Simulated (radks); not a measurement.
The praseodymium anion Pr- inside a hard spherical wall (all orbitals vanish at R), configuration held at [Xe] 4f4 6s2 and not refilled when levels cross. All-electron calculation, scalar-relativistic Kohn-Sham, LDA (Slater exchange, VWN5 correlation), spin-polarised, spherical densities, point nucleus; open shells are filled with parallel spins first (spin-orbit coupling, left out, can overturn this in heavy ions). Program: a radial shooting solver on a logarithmic mesh with Libxc functionals. Eigenvalues in eV for spin up, with the zero of energy where the potential of the charges vanishes at infinity; a dash marks a level that is unbound or too diffuse for the functional's potential to be trusted. A positive occupied level is held by the wall or, in an anion where self-interaction has pushed it up, behind a barrier. The pressure on the wall is -dE/dV.

R (bohr),E (hartree),kinetic (hartree),e(5s),e(5p),e(6s),"e(5d, empty)","e(6p, empty)",e(4f),pressure (GPa)
20,-9230.6382,9801.759,-35.714,-18.168,-0.805,-,-,2.137,0.0196
15,-9230.6180,9801.732,-34.519,-17.035,-0.121,-,-,3.393,0.0519
12,-9230.5988,9801.732,-33.331,-15.908,0.487,-,-,4.626,0.144
10,-9230.5733,9801.778,-32.087,-14.723,1.197,3.315,3.185,5.901,0.437
7,-9230.4356,9802.141,-28.605,-11.433,4.085,6.224,7.282,9.524,4.78
6,-9230.2887,9802.558,-26.604,-9.577,6.623,8.236,10.887,11.693,13.7
4,-9228.9546,9807.003,-18.062,-1.491,24.782,18.900,34.791,21.681,255
3.5,-9227.6873,9811.367,-12.914,3.817,39.176,26.219,52.234,28.023,684
2.5,-9218.3915,9840.846,13.095,33.375,122.26,66.096,145.75,57.597,7600
2,-9200.3154,9893.878,54.483,81.703,249.65,127.62,282.44,93.978,35400
